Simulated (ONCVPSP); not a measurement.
## Cs, ONCV: configuration errors across variants

caesium, optimised norm-conserving Vanderbilt (ONCV), made with ONCVPSP 4.0.1 (PBE, fully relativistic). Core [Kr] 4d10, reference 5s2 5p6 6s1. Waves: 5s+6s: rc 2.55 bohr, ncon 4, nbas 9, qcut 4.7 1/bohr, 2 projectors; 5p: rc 3.10 bohr, ncon 3, nbas 7, qcut 4.4 1/bohr, 3 projectors, debl 1.6 Ha; d scattering state at 0.19 Ha: rc 3.15 bohr, ncon 4, nbas 7, qcut 2.8 1/bohr, 2 projectors, debl 0.9 Ha. Local part: polynomial inside 2.45 bohr (lpopt 1, dvloc0 1 Ha). Core correction: Teter function, fcfact 3.5, rcfact 1.4.

Open shells are filled in proportion to 2j + 1.

In the d channel the program set the typed energies aside and used 0.050, 0.950 Ha (j = l + 1/2; the other j can differ).

All-electron excitation energies from the reference (eV): (1) 5s2 5p6 6s0 3.863; (2) 5s2 5p6 6s0.5 1.471; (3) 5s2 5p6 6s0 6p1 1.368; (4) 5s1 5p6 6s1 31.653.

1 further variants failed, have other tests or another functional or relativity, and are left out.

Errors AE − PS in meV (a dash: test not solved or not reliable):

```csv
change,(1),(2),(3),(4),bound ghosts,GHOST(+) flags above zero
base,0.0,0.0,+0.1,-29,none,none
s: nproj 3,0.0,0.0,+0.1,-30,none,none
d: nbas 9,0.0,0.0,+0.1,-29,none,none
"core correction polynomial model core, fcfact 0.25",0.0,0.0,+0.1,-26,none,none
```

(1) Give the same row for: core correction Teter function, fcfact 1.6, rcfact 1.4.

Answers

(1) +0.1, 0.0, +0.1, -24; bound ghosts: none; GHOST(+) flags above zero: none.
